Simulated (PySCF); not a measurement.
**Polarisability and C₆ of Se²⁺ (selenium, charge +2)**

[Ar] 3d10 4s2 4p2, high-spin 3P determinant. All numbers are calculated (PySCF 2.14, the spin-free X2C one-electron Hamiltonian (Gaussian nucleus), in aug-cc-pVQZ-DK (8s7p5d3f2g, 93 functions)). Coupled (time-dependent) response in atomic units; α is the mean over directions.

```json
{"method": "UHF", "mean α (bohr³)": "9.581", "α xx, yy, zz": "9.622, 9.561, 9.561", "C₆ (like pair)": "44.64", "S(−4)": "25.81"}
{"method": "PBE", "mean α (bohr³)": "9.259", "α xx, yy, zz": "9.134, 9.322, 9.322", "C₆ (like pair)": "42.73", "S(−4)": "23.31"}
{"method": "PBE0", "mean α (bohr³)": "9.284", "α xx, yy, zz": "9.226, 9.314, 9.314", "C₆ (like pair)": "42.89", "S(−4)": "23.44"}
{"method": "r2SCAN0", "mean α (bohr³)": "9.294", "α xx, yy, zz": "9.258, 9.313, 9.313", "C₆ (like pair)": "43.82", "S(−4)": "22.72"}
{"method": "TPSSh", "mean α (bohr³)": "9.325", "α xx, yy, zz": "9.271, 9.353, 9.353", "C₆ (like pair)": "43.41", "S(−4)": "23.55"}
```

S(−4) is the Cauchy moment in α(ω) = α(0) + S(−4) ω² + …

Spin-orbit coupling is absent.

α(iu) at PBE:

```json
{"u (hartree)": "0", "α(iu) (bohr³)": "9.259"}
{"u (hartree)": "0.0500", "α(iu) (bohr³)": "9.202"}
{"u (hartree)": "0.100", "α(iu) (bohr³)": "9.033"}
{"u (hartree)": "0.200", "α(iu) (bohr³)": "8.419"}
{"u (hartree)": "0.300", "α(iu) (bohr³)": "7.574"}
{"u (hartree)": "0.500", "α(iu) (bohr³)": "5.777"}
{"u (hartree)": "0.750", "α(iu) (bohr³)": "4.015"}
{"u (hartree)": "1.00", "α(iu) (bohr³)": "2.868"}
{"u (hartree)": "1.50", "α(iu) (bohr³)": "1.652"}
{"u (hartree)": "2.00", "α(iu) (bohr³)": "1.084"}
{"u (hartree)": "3.00", "α(iu) (bohr³)": "0.5897"}
{"u (hartree)": "5.00", "α(iu) (bohr³)": "0.2669"}
```

For an ion, C₆ is the dispersion term alone; charge-induced terms of lower order in 1/R come first.

The components differ because the open shell of this determinant is not spherical; for a pure term their mean is the scalar polarisability.
